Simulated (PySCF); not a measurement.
A run for PySCF: R-B3LYP/3-21G on C3H8O (SMILES CCCO).

```python
from pyscf import gto, scf, dft, mp
from pyscf.data.elements import chemcore

mol = gto.M(
    atom='''
    C    -1.37509721    0.26010717   -0.36911112
    C    -0.37308221   -0.41126551    0.56585920
    C     1.05232431    0.06520304    0.35903781
    O     1.46528074   -0.30125853   -0.95730533
    H    -1.11544163    0.07473220   -1.41112564
    H    -2.38537115   -0.11501892   -0.19712241
    H    -1.38980740    1.34212738   -0.21430946
    H    -0.39730868   -1.49561189    0.42553563
    H    -0.64463035   -0.22135714    1.60869685
    H     1.10146014    1.15496068    0.48722886
    H     1.71036270   -0.39239563    1.10797270
    H     2.35131073    0.03977716   -1.11206963
    ''',
    basis='3-21g',
    charge=0, spin=0, verbose=3, max_memory=1800)
mf = dft.RKS(mol, xc='b3lyp')
mf.conv_tol = 1e-8
mf.max_cycle = 100
mf.kernel()
if not mf.converged:
    mf = mf.newton().run(mf.mo_coeff, mf.mo_occ)
```

Output:

```
converged SCF energy = -193.281714463582
```

The run converged.

Cost: roughly 2.8 core-seconds.
